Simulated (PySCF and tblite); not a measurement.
The numbers below are computed, except where a source is named.
B2BrH8P3, numbered as in [PH2:1][B@H-:2]1[PH2+:3][B@@H-:4]([Br:5])[PH2+:6]1.

The ensemble was built from 60 distance-geometry starts (ETKDG and KDG, UFF, GFN2-xTB) and rests on GFN2-xTB geometries. Energies: PBE0-D3(BJ)/pcSseg-1, with GFN2-xTB thermal terms (modes under about 100 cm⁻¹ blended into free rotors). Symmetry numbers and mirror images are counted. Conformers within 2.5 kcal/mol (GFN2-xTB free energy) were kept, 4 at most. GIAO shieldings: PBE0/pcSseg-1. Shifts are against TMS (¹H), H3PO4 (³¹P), BF3·OEt2 (¹¹B) at the same level. Run with PySCF (density fitting) and tblite.

Torsions listed: H1–P1–B2–P3. The 4-ring runs over atoms 2–3–4–6. Of a mirror pair one member is shown.

```json
{"conformer": "1", "shape": "4-ring flat; -157°", "symmetry": "C1 (pair)", "E(GFN2) kcal/mol": "0.25", "E(DFT) kcal/mol": "0.00"}
{"conformer": "2", "shape": "4-ring puckered (ring torsions -21, 21, -21, 21°); 86°", "symmetry": "Cs", "E(GFN2) kcal/mol": "0.00", "E(DFT) kcal/mol": "0.38"}
```

Question: How much do the weights at 298.15 K and the averaged shift of P1 depend on how the conformers are weighted?

Answer: 
```
                                                              weighting  1 (%)  2 (%)  δ (ppm)  rms dipole (D)
DFT energy with thermal terms, symmetry and mirror images (full scheme)     78     22   -231.9            2.54
                             DFT energy with symmetry and mirror images     79     21   -231.3            2.55
                                                        bare DFT energy     65     35   -236.5            2.44
                        GFN2-xTB energy with symmetry and mirror images     57     43   -239.8            2.36
                                                   GFN2-xTB free energy     55     45   -240.7            2.34
                                                leading conformer alone    100      0   -223.4            2.72
                                                          equal weights     50     50   -242.4            2.30
```

The largest departure from the full scheme, 10.5 ppm, comes with: equal weights.

Spin–orbit effects of the heavy atoms on shieldings are missing. GFN2-xTB leaves a saturated small ring flat here that puckers in reality.


Conformer gaps in pcSseg-1 on xTB geometries can be 2 kcal/mol off for S=O, P=O and other polar bonds.